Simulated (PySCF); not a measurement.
A calculated (UHF, PySCF 2.14, x2c-SVPall, the spin-free X2C one-electron Hamiltonian (Gaussian nucleus)) atom or ion has these occupied shells.

| shell | electrons | orbital energy (eV) | rms radius, mean of both spins (bohr) |
| --- | --- | --- | --- |
| 1s α | 1 | -24485.3 | 0.0366 |
| 1s β | 1 | -24485.3 | 0.0366 |
| 2s α | 1 | -3668.5 | 0.150 |
| 2s β | 1 | -3668.2 | 0.150 |
| 2p α | 3 | -3286.0 | 0.133 |
| 2p β | 3 | -3285.7 | 0.133 |
| 3s α | 1 | -706.97 | 0.403 |
| 3s β | 1 | -706.80 | 0.403 |
| 3p α | 3 | -577.52 | 0.406 |
| 3p β | 3 | -577.32 | 0.406 |
| 3d α | 5 | -371.76 | 0.389 |
| 3d β | 5 | -371.32 | 0.389 |
| 4s α | 1 | -117.36 | 1.01 |
| 4s β | 1 | -115.53 | 1.01 |
| 4p α | 3 | -78.237 | 1.12 |
| 4p β | 3 | -75.933 | 1.12 |
| 4d α | 5 | -21.162 | 1.59 |
| 4d β | 4 | -20.102 | 1.59 |

Q: Name the element and its charge.

A: Pd⁺ (palladium, charge +1), in [Kr] 4d9, 2D determinant.
